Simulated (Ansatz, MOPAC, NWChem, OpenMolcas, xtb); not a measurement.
## InNH2Cl (SMILES [NH2][In][Cl]): methods side by side

The runs start from one conformer, not always the lowest.

InNH2Cl, doublet, SMILES `[NH2][In][Cl]`. Each level relaxes the structure for itself.

Quantity: the highest harmonic wavenumber at each level's own minimum, in cm⁻¹. The values are calculated.

```json
{"level": "AM1", "kind": "semi-empirical", "program": "MOPAC", "value (cm⁻¹)": "3487"}
{"level": "PM3", "kind": "semi-empirical", "program": "MOPAC", "value (cm⁻¹)": "3569"}
{"level": "GFN2-xTB", "kind": "semi-empirical", "program": "xtb", "value (cm⁻¹)": "3362"}
{"level": "GFN1-xTB", "kind": "semi-empirical", "program": "xtb", "value (cm⁻¹)": "3447"}
{"level": "UHF/STO-3G", "kind": "Hartree–Fock", "program": "Ansatz", "value (cm⁻¹)": "4156"}
{"level": "UHF/3-21G", "kind": "Hartree–Fock", "program": "OpenMolcas", "value (cm⁻¹)": "3792"}
{"level": "UPBE/def2-SVP (core potential)", "kind": "GGA", "program": "Ansatz", "value (cm⁻¹)": "3446"}
{"level": "UPBE0-D3(BJ)/def2-SVP (core potential)", "kind": "global hybrid", "program": "NWChem", "value (cm⁻¹)": "3608"}
{"level": "UPBE0-D4/def2-TZVP (core potential)", "kind": "global hybrid", "program": "Ansatz", "value (cm⁻¹)": "3605"}
```

All-electron rows without a relativistic Hamiltonian named are non-relativistic, while core potentials hold scalar relativity, so basis and relativity change together. Harmonic and unscaled. The values span 3362 to 4156 cm⁻¹.
